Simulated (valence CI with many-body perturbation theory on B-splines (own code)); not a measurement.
# Ladder of approximations for Ce⁵¹⁺

Computed by relativistic CI+MBPT: five valence electrons over a frozen Dirac-Fock core [He], a basis of 9 s, 9 p, 8 d, 6 f, 3 g, 1 h functions for each j, with the one-electron correlation potential Σ1 (screened to all orders), the two-electron term Σ2, the three-electron term Σ3, Breit, model QED; selected single and double excitations, second order for the rest (own B-spline code, finite nucleus).

No measured spectrum was set against this ion. As an estimate, large intervals hold to a few tenths of a per cent, small ones and those within an open d or f shell to about a per cent. Among the levels kept, up to 1200 cm⁻¹ of a level comes from second order outside the variational space, and about a tenth of that is noise between levels of different J, which matters for small intervals.

Each rung adds one term. CI alone is the Dirac-Coulomb CI over the frozen core; QED comes last and gives the full result, which names the levels. Energies are above (2s^2 2p1/2^2 2p3/2) J=3/2 on the same rung, in Ry.

Levels are named by their leading jj configuration (3d3/2^4 stands for four electrons in 3d with j = 3/2), which in mixed levels can hold well under half, so a name can repeat and another be missing. Letters in brackets count levels of one name in rising energy.

```csv
Level,CI alone,+ Σ1,+ Σ2,+ Σ3,+ Breit,Full
(2s^2 2p1/2 2p3/2^2) J=3/2,33.41,33.42,33.42,33.42,32.92,32.98
(2s^2 2p1/2 2p3/2^2) J=5/2,35.30,35.31,35.31,35.31,34.47,34.53
(2s^2 2p1/2 2p3/2^2) J=1/2,37.45,37.46,37.47,37.46,37.04,37.10
(2s 2p1/2^2 2p3/2^2) J=5/2,51.41,51.40,51.38,51.37,51.19,50.69
(2s 2p1/2^2 2p3/2^2) J=1/2,56.65,56.64,56.63,56.62,56.77,56.27
(2s 2p1/2^2 2p3/2^2) J=3/2,57.01,57.00,56.97,56.96,56.88,56.38
(2s^2 2p3/2^3) J=3/2,71.09,71.11,71.11,71.11,70.06,70.18
(2s 2p1/2 2p3/2^3) J=3/2 [a],86.20,86.20,86.18,86.18,85.67,85.24
(2s 2p1/2 2p3/2^3) J=5/2,89.09,89.09,89.07,89.06,88.22,87.79
(2s 2p1/2 2p3/2^3) J=1/2,91.84,91.84,91.81,91.80,91.30,90.86
(2s 2p1/2 2p3/2^3) J=3/2 [b],92.82,92.82,92.80,92.78,92.09,91.65
(2p1/2^2 2p3/2^3) J=3/2,112.35,112.33,112.27,112.25,112.20,111.21
(2s 2p3/2^4) J=1/2,126.48,126.49,126.48,126.46,125.47,125.10
(2p1/2 2p3/2^4) J=1/2,147.45,147.44,147.40,147.38,146.80,145.86
(2s^2 2p1/2^2 3s) J=1/2,391.40,391.42,391.43,391.42,391.09,391.19
(2s^2 2p1/2^2 3p1/2) J=1/2,396.76,396.78,396.79,396.78,396.61,396.55
(2s^2 2p1/2^2 3p3/2) J=3/2,407.67,407.69,407.69,407.68,407.33,407.30
(2s^2 2p1/2^2 3d3/2) J=3/2,412.79,412.81,412.82,412.81,412.43,412.38
(2s^2 2p1/2^2 3d5/2) J=5/2,416.31,416.33,416.33,416.32,415.84,415.79
```

How does the ionisation energy move along the ladder, and which term matters most?

CI alone 9809.7, + Σ1 9810.0, + Σ2 9810.1, + Σ3 9810.0, + Breit 9803.2, + QED 9802.6 eV. The largest step is Breit, -6.8 eV. NIST lists 9803 ± 4 eV (theoretical).
